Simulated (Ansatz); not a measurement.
A short molecular-dynamics run on `C1[O][Zn][S]1`.

```yaml
crystal:
  periodic: [false, false, false]
  atoms:
    - {symbol: C, position_ang: [-0.233737, 0.428536, -0.080865]}
    - {symbol: O, position_ang: [1.110141, 0.525550, 0.268531]}
    - {symbol: Zn, position_ang: [1.264625, -1.325850, 0.392717]}
    - {symbol: S, position_ang: [-0.842563, -1.373613, -0.159826]}
    - {symbol: H, position_ang: [-0.878549, 0.911990, 0.660805]}
    - {symbol: H, position_ang: [-0.419927, 0.833386, -1.081371]}
basis:
  gaussian: {orbitals: "6-31G*"}
hamiltonian: {xc: {name: revPBE}, dispersion: d3bjatm}
md: {timestep: 0.5 fs, n_steps: 30, ensemble: nvt_langevin, temperature: 1000, initial_velocities: maxwell_boltzmann, friction: 0.01, seed: 489}
```

```sh
$ ansatz run in.yaml --threads 2 --pin off --events-out ev --progress --plain --max-ram 4352MiB
```

```csv
step,time (fs),potential energy (eV),kinetic (eV),T (K),conserved (eV)
0,0.0,-62355.7429,0.6463,833,–
1,0.5,-62355.7183,0.5516,711,–
2,1.0,-62355.6807,0.5130,662,–
3,1.5,-62355.6394,0.4851,625,–
4,2.0,-62355.6007,0.4685,604,–
5,2.5,-62355.5741,0.4531,584,–
6,3.0,-62355.5629,0.4518,583,–
7,3.5,-62355.5587,0.4446,573,–
8,4.0,-62355.5485,0.4563,588,–
9,4.5,-62355.5251,0.4146,535,–
10,5.0,-62355.4910,0.3236,417,–
11,5.5,-62355.4516,0.2439,315,–
12,6.0,-62355.4134,0.2201,284,–
13,6.5,-62355.3781,0.2006,259,–
14,7.0,-62355.3490,0.1941,250,–
15,7.5,-62355.3328,0.1713,221,–
16,8.0,-62355.3307,0.2041,263,–
17,8.5,-62355.3402,0.1979,255,–
18,9.0,-62355.3600,0.2388,308,–
19,9.5,-62355.3905,0.2748,354,–
20,10.0,-62355.4239,0.3004,387,–
21,10.5,-62355.4543,0.3548,457,–
22,11.0,-62355.4792,0.4292,553,–
23,11.5,-62355.4967,0.4036,520,–
24,12.0,-62355.5091,0.3817,492,–
25,12.5,-62355.5216,0.3795,489,–
26,13.0,-62355.5397,0.4279,552,–
27,13.5,-62355.5665,0.4842,624,–
28,14.0,-62355.6004,0.5302,684,–
29,14.5,-62355.6356,0.5727,738,–
30,15.0,-62355.6637,0.6502,838,–
```

Velocities are drawn at the set temperature; a run this short doesn't reach equilibrium.

Frames (Å, forces in eV/Å):

```xyz
6
time=0.0 fs
C    -0.234    0.429   -0.081   -0.036   -0.173   -0.002
O     1.110    0.526    0.269    0.910    0.103    0.235
Zn    1.265   -1.326    0.393   -0.094    0.328   -0.040
S    -0.843   -1.374   -0.160   -0.427   -0.666   -0.082
H    -0.879    0.912    0.661   -0.256    0.217    0.246
H    -0.420    0.833   -1.081   -0.097    0.190   -0.357
6
time=0.5 fs
C    -0.236    0.432   -0.072    0.333   -0.635   -0.319
O     1.108    0.528    0.266    0.996    0.102    0.362
Zn    1.265   -1.326    0.393   -0.095    0.365   -0.026
S    -0.840   -1.376   -0.162   -0.453   -0.674   -0.035
H    -0.881    0.914    0.644   -0.575    0.468    0.716
H    -0.411    0.812   -1.072   -0.206    0.374   -0.697
6
time=1.0 fs
C    -0.238    0.435   -0.063    0.660   -1.029   -0.659
O     1.105    0.530    0.263    1.083    0.099    0.492
Zn    1.265   -1.326    0.393   -0.093    0.399   -0.012
S    -0.838   -1.377   -0.164   -0.479   -0.681    0.011
H    -0.884    0.918    0.628   -0.866    0.698    1.122
H    -0.401    0.791   -1.066   -0.305    0.514   -0.954
6
time=1.5 fs
C    -0.240    0.437   -0.054    0.927   -1.335   -1.032
O     1.103    0.532    0.260    1.153    0.095    0.622
Zn    1.264   -1.326    0.393   -0.085    0.428    0.004
S    -0.836   -1.379   -0.165   -0.505   -0.684    0.058
H    -0.890    0.924    0.614   -1.103    0.891    1.445
H    -0.390    0.771   -1.062   -0.386    0.604   -1.097
6
time=2.0 fs
C    -0.241    0.440   -0.046    1.108   -1.549   -1.359
O     1.102    0.534    0.257    1.191    0.098    0.742
Zn    1.264   -1.327    0.392   -0.071    0.450    0.022
S    -0.834   -1.382   -0.167   -0.532   -0.689    0.104
H    -0.898    0.931    0.602   -1.244    1.020    1.651
H    -0.381    0.752   -1.060   -0.452    0.670   -1.160
6
time=2.5 fs
C    -0.242    0.442   -0.037    1.129   -1.612   -1.639
O     1.102    0.536    0.254    1.211    0.100    0.857
Zn    1.264   -1.327    0.392   -0.054    0.468    0.041
S    -0.831   -1.384   -0.168   -0.556   -0.693    0.149
H    -0.909    0.939    0.594   -1.228    1.036    1.686
H    -0.372    0.733   -1.061   -0.503    0.701   -1.094
6
time=3.0 fs
C    -0.242    0.443   -0.029    0.963   -1.501   -1.895
O     1.101    0.539    0.252    1.224    0.091    0.965
Zn    1.263   -1.327    0.392   -0.038    0.489    0.059
S    -0.829   -1.386   -0.170   -0.570   -0.686    0.192
H    -0.924    0.951    0.589   -1.040    0.920    1.547
H    -0.363    0.717   -1.066   -0.539    0.687   -0.868
6
time=3.5 fs
C    -0.243    0.445   -0.022    0.668   -1.262   -2.134
O     1.101    0.542    0.249    1.214    0.080    1.058
Zn    1.263   -1.327    0.392   -0.020    0.507    0.076
S    -0.827   -1.388   -0.171   -0.581   -0.671    0.231
H    -0.941    0.964    0.588   -0.717    0.699    1.288
H    -0.357    0.704   -1.074   -0.563    0.647   -0.521
6
time=4.0 fs
C    -0.243    0.446   -0.014    0.326   -0.972   -2.392
O     1.101    0.545    0.246    1.176    0.073    1.140
Zn    1.263   -1.327    0.392    0.000    0.520    0.095
S    -0.824   -1.391   -0.172   -0.591   -0.650    0.265
H    -0.960    0.978    0.588   -0.330    0.435    0.990
H    -0.351    0.693   -1.084   -0.581    0.594   -0.098
6
time=4.5 fs
C    -0.243    0.448   -0.007   -0.011   -0.683   -2.619
O     1.102    0.547    0.244    1.117    0.068    1.216
Zn    1.263   -1.327    0.392    0.019    0.530    0.113
S    -0.822   -1.393   -0.173   -0.597   -0.621    0.293
H    -0.980    0.991    0.590    0.082    0.157    0.686
H    -0.344    0.685   -1.095   -0.609    0.550    0.311
6
time=5.0 fs
C    -0.243    0.450   -0.001   -0.341   -0.409   -2.760
O     1.102    0.550    0.242    1.057    0.061    1.278
Zn    1.262   -1.327    0.393    0.035    0.537    0.127
S    -0.820   -1.395   -0.175   -0.599   -0.588    0.316
H    -1.000    1.005    0.594    0.486   -0.119    0.398
H    -0.338    0.679   -1.104   -0.638    0.519    0.641
6
time=5.5 fs
C    -0.243    0.451    0.005   -0.646   -0.168   -2.831
O     1.103    0.552    0.240    1.003    0.051    1.324
Zn    1.262   -1.328    0.393    0.051    0.543    0.139
S    -0.819   -1.397   -0.177   -0.598   -0.558    0.336
H    -1.019    1.017    0.598    0.842   -0.365    0.164
H    -0.336    0.675   -1.109   -0.652    0.497    0.868
6
time=6.0 fs
C    -0.243    0.451    0.010   -0.893    0.026   -2.860
O     1.105    0.554    0.238    0.930    0.039    1.348
Zn    1.262   -1.328    0.393    0.071    0.549    0.148
S    -0.817   -1.399   -0.178   -0.598   -0.535    0.353
H    -1.035    1.026    0.601    1.133   -0.564   -0.005
H    -0.338    0.672   -1.112   -0.643    0.485    1.016
6
time=6.5 fs
C    -0.242    0.451    0.014   -1.092    0.184   -2.856
O     1.106    0.556    0.237    0.852    0.023    1.356
Zn    1.261   -1.328    0.393    0.095    0.556    0.156
S    -0.815   -1.401   -0.179   -0.604   -0.516    0.368
H    -1.048    1.034    0.605    1.370   -0.728   -0.135
H    -0.342    0.669   -1.112   -0.621    0.479    1.110
6
time=7.0 fs
C    -0.242    0.451    0.018   -1.231    0.294   -2.817
O     1.107    0.558    0.235    0.778    0.001    1.358
Zn    1.261   -1.328    0.392    0.122    0.570    0.164
S    -0.813   -1.404   -0.180   -0.614   -0.500    0.381
H    -1.059    1.040    0.609    1.544   -0.851   -0.225
H    -0.347    0.666   -1.110   -0.599    0.487    1.139
6
time=7.5 fs
C    -0.242    0.450    0.021   -1.314    0.352   -2.738
O     1.109    0.561    0.234    0.707   -0.027    1.351
Zn    1.260   -1.328    0.392    0.151    0.587    0.169
S    -0.811   -1.406   -0.182   -0.626   -0.492    0.391
H    -1.067    1.043    0.612    1.653   -0.924   -0.265
H    -0.353    0.664   -1.104   -0.571    0.504    1.092
6
time=8.0 fs
C    -0.242    0.450    0.024   -1.343    0.362   -2.606
O     1.111    0.563    0.233    0.633   -0.058    1.337
Zn    1.259   -1.327    0.392    0.178    0.607    0.171
S    -0.808   -1.408   -0.183   -0.637   -0.492    0.395
H    -1.072    1.040    0.616    1.709   -0.945   -0.265
H    -0.362    0.663   -1.095   -0.540    0.527    0.969
6
time=8.5 fs
C    -0.243    0.449    0.026   -1.300    0.311   -2.458
O     1.113    0.565    0.232    0.546   -0.091    1.316
Zn    1.259   -1.327    0.392    0.202    0.633    0.170
S    -0.806   -1.411   -0.184   -0.645   -0.496    0.393
H    -1.074    1.032    0.620    1.709   -0.911   -0.224
H    -0.371    0.663   -1.084   -0.511    0.555    0.802
6
time=9.0 fs
C    -0.244    0.448    0.029   -1.199    0.223   -2.273
O     1.115    0.568    0.232    0.448   -0.131    1.280
Zn    1.258   -1.327    0.391    0.224    0.666    0.167
S    -0.804   -1.413   -0.185   -0.655   -0.500    0.389
H    -1.073    1.022    0.624    1.656   -0.846   -0.153
H    -0.382    0.663   -1.071   -0.474    0.588    0.590
6
time=9.5 fs
C    -0.246    0.448    0.030   -1.028    0.089   -1.997
O     1.117    0.571    0.232    0.340   -0.179    1.221
Zn    1.258   -1.327    0.391    0.243    0.706    0.160
S    -0.802   -1.416   -0.186   -0.663   -0.506    0.384
H    -1.068    1.011    0.627    1.538   -0.750   -0.046
H    -0.396    0.664   -1.055   -0.431    0.641    0.278
6
time=10.0 fs
C    -0.247    0.447    0.030   -0.782   -0.108   -1.678
O     1.119    0.573    0.233    0.241   -0.226    1.154
Zn    1.257   -1.327    0.391    0.259    0.747    0.151
S    -0.800   -1.418   -0.187   -0.670   -0.511    0.373
H    -1.058    0.996    0.632    1.353   -0.607    0.104
H    -0.410    0.666   -1.039   -0.401    0.705   -0.105
6
time=10.5 fs
C    -0.248    0.447    0.031   -0.468   -0.341   -1.359
O     1.121    0.575    0.233    0.147   -0.272    1.082
Zn    1.257   -1.327    0.391    0.277    0.785    0.141
S    -0.799   -1.421   -0.187   -0.678   -0.510    0.356
H    -1.046    0.979    0.638    1.107   -0.432    0.295
H    -0.425    0.671   -1.021   -0.385    0.770   -0.516
6
time=11.0 fs
C    -0.250    0.445    0.030   -0.086   -0.594   -1.040
O     1.124    0.577    0.234    0.044   -0.329    0.997
Zn    1.256   -1.327    0.390    0.299    0.824    0.132
S    -0.797   -1.424   -0.188   -0.686   -0.502    0.331
H    -1.030    0.961    0.645    0.811   -0.237    0.521
H    -0.441    0.679   -1.004   -0.382    0.838   -0.941
6
time=11.5 fs
C    -0.253    0.443    0.030    0.325   -0.839   -0.773
O     1.126    0.580    0.235   -0.061   -0.393    0.902
Zn    1.255   -1.327    0.390    0.323    0.865    0.123
S    -0.796   -1.427   -0.189   -0.697   -0.491    0.305
H    -1.013    0.943    0.655    0.496   -0.044    0.752
H    -0.457    0.687   -0.988   -0.386    0.902   -1.309
6
time=12.0 fs
C    -0.255    0.441    0.029    0.743   -1.069   -0.642
O     1.127    0.582    0.236   -0.152   -0.455    0.803
Zn    1.254   -1.326    0.390    0.347    0.903    0.116
S    -0.794   -1.430   -0.189   -0.711   -0.479    0.278
H    -0.995    0.926    0.666    0.157    0.150    1.000
H    -0.473    0.695   -0.976   -0.384    0.949   -1.556
6
time=12.5 fs
C    -0.258    0.438    0.029    1.145   -1.267   -0.705
O     1.128    0.583    0.237   -0.225   -0.513    0.699
Zn    1.253   -1.326    0.390    0.373    0.937    0.111
S    -0.793   -1.433   -0.189   -0.729   -0.464    0.250
H    -0.974    0.911    0.676   -0.206    0.351    1.271
H    -0.489    0.705   -0.969   -0.358    0.956   -1.625
6
time=13.0 fs
C    -0.260    0.435    0.027    1.459   -1.372   -0.909
O     1.129    0.585    0.238   -0.294   -0.572    0.585
Zn    1.253   -1.326    0.390    0.404    0.966    0.108
S    -0.791   -1.436   -0.188   -0.750   -0.445    0.218
H    -0.952    0.896    0.690   -0.523    0.511    1.498
H    -0.507    0.716   -0.966   -0.296    0.912   -1.500
6
time=13.5 fs
C    -0.262    0.432    0.026    1.617   -1.344   -1.159
O     1.130    0.586    0.240   -0.366   -0.632    0.462
Zn    1.252   -1.326    0.389    0.437    0.989    0.105
S    -0.790   -1.438   -0.188   -0.768   -0.425    0.184
H    -0.932    0.883    0.708   -0.725    0.595    1.611
H    -0.527    0.730   -0.966   -0.195    0.818   -1.203
6
time=14.0 fs
C    -0.264    0.428    0.025    1.597   -1.183   -1.390
O     1.131    0.588    0.241   -0.438   -0.691    0.330
Zn    1.251   -1.326    0.388    0.471    1.009    0.102
S    -0.788   -1.441   -0.188   -0.782   -0.409    0.146
H    -0.914    0.868    0.731   -0.796    0.596    1.575
H    -0.549    0.746   -0.969   -0.052    0.678   -0.763
6
time=14.5 fs
C    -0.265    0.425    0.023    1.406   -0.907   -1.493
O     1.132    0.589    0.243   -0.491   -0.746    0.200
Zn    1.251   -1.326    0.387    0.503    1.024    0.099
S    -0.787   -1.443   -0.187   -0.790   -0.395    0.103
H    -0.898    0.853    0.758   -0.735    0.514    1.364
H    -0.571    0.763   -0.975    0.106    0.510   -0.273
6
time=15.0 fs
C    -0.265    0.421    0.021    1.102   -0.554   -1.450
O     1.132    0.591    0.244   -0.518   -0.801    0.077
Zn    1.250   -1.325    0.386    0.537    1.031    0.095
S    -0.786   -1.445   -0.187   -0.792   -0.380    0.052
H    -0.883    0.837    0.789   -0.593    0.382    1.022
H    -0.592    0.783   -0.980    0.263    0.322    0.203
```

Run time 41 s (2 threads of an AMD EPYC 7B13 on a shared host); peak host memory 0.38 GiB.
